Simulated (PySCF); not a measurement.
C₄H₁₀Si (SMILES C=C[SiH](C)C), singlet, geometry from GFN2-xTB. Base run: PySCF with DF-B3LYP/STO-3G.

Here is a job for PySCF.
```python
from pyscf import gto, scf, dft

mol = gto.Mole()
mol.atom = '''
    Si   -0.46648765    0.01022182   -0.51630102
    C    -1.02825057    1.63194164    0.30850230
    C    -1.21062286   -1.46632575    0.42792631
    C     1.42281338   -0.09942944   -0.49153551
    C     2.16198098   -0.11797340    0.60665913
    H    -0.91349101   -0.01764342   -1.92122404
    H    -2.11082664    1.71859368    0.31159718
    H    -0.63020816    2.49777648   -0.21213521
    H    -0.69111198    1.68810322    1.33976494
    H    -0.91935595   -2.41011428   -0.02320393
    H    -0.87764527   -1.48261762    1.46190785
    H    -2.29587834   -1.42488228    0.43305382
    H     1.93319385   -0.14989810   -1.44595996
    H     1.72051844   -0.07085885    1.58963044
    H     3.24010651   -0.18084248    0.58546966
'''
mol.basis = 'sto-3g'
mol.verbose = 4
mol.max_memory = 1800
mol.build()

mf = dft.RKS(mol)
mf.xc = 'b3lyp'
mf = mf.density_fit(auxbasis='def2-universal-jkfit')
mf.kernel()
```

All variants below ran on the same shared machine, one core each. Differences are taken from the largest basis of the Pople family in the series, which isn't the basis-set limit (6-311+G(2d,p): -448.020634 Eh). The cheapest run took about 6 core-seconds (a rough figure).

```tsv
setting	basis functions	cost, times the cheapest (rough)	difference in total energy (mEh)
STO-3G	39	1	5311.52
6-31G	69	2	150.36
6-31G*	94	3	89.58
6-31G**	124	4	74.11
6-311G**	158	5	8.48
6-311+G(2d,p)	203	6	reference
```

Times come from a shared machine, hold the start-up and are rough. Total energies converge more slowly with the basis than energy differences do.
